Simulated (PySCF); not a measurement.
4-methyl-2H-pyrrole (C₅H₇N), SMILES CC1=CCN=C1.

Coordinates come from a B3LYP-D3(BJ)/def2-SVP optimisation. One conformer was computed; it need not be the lowest.

Level of theory: TDA-PBE/def2-SVPD (PySCF).

Vertical excitations.  State labels are in the subgroup Cs.

List the lowest excited states. (Estimate from the structure and the level; the computed values follow.)


| state | symmetry | energy (eV) | λ (nm) | f | main pairs |
|---|---|---|---|---|---|
| S1 | A" | 4.43 | 280 | 0.003 | HOMO→LUMO 99 % |
| S2 | A' | 5.56 | 223 | 0.083 | HOMO−1→LUMO 80 % |
| S3 | A' | 6.12 | 203 | 0.001 | HOMO→LUMO+1 100 % |
| S4 | A" | 6.19 | 200 | 0.000 | HOMO−1→LUMO+1 100 % |
| S5 | A" | 6.47 | 192 | 0.004 | HOMO→LUMO+2 98 % |
| S6 | A' | 6.48 | 191 | 0.036 | HOMO−2→LUMO 53 %, HOMO−1→LUMO+2 29 %, HOMO−1→LUMO 10 % |
| S7 | A' | 6.71 | 185 | 0.004 | HOMO→LUMO+3 100 % |
| S8 | A" | 6.75 | 184 | 0.003 | HOMO−1→LUMO+3 100 % |
| S9 | A" | 7.07 | 175 | 0.001 | HOMO−3→LUMO 98 % |
| S10 | A' | 7.22 | 172 | 0.012 | HOMO→LUMO+4 99 % |
| T1 | A' | 3.49 | 355 | 0 | HOMO−1→LUMO 98 % |
| T2 | A" | 3.79 | 327 | 0 | HOMO→LUMO 99 % |
| T3 | A' | 5.10 | 243 | 0 | HOMO−2→LUMO 84 %, HOMO−1→LUMO+2 14 % |
| T4 | A' | 5.96 | 208 | 0 | HOMO−1→LUMO+2 84 %, HOMO−2→LUMO 13 % |
Triplets are in the Tamm–Dancoff approximation.
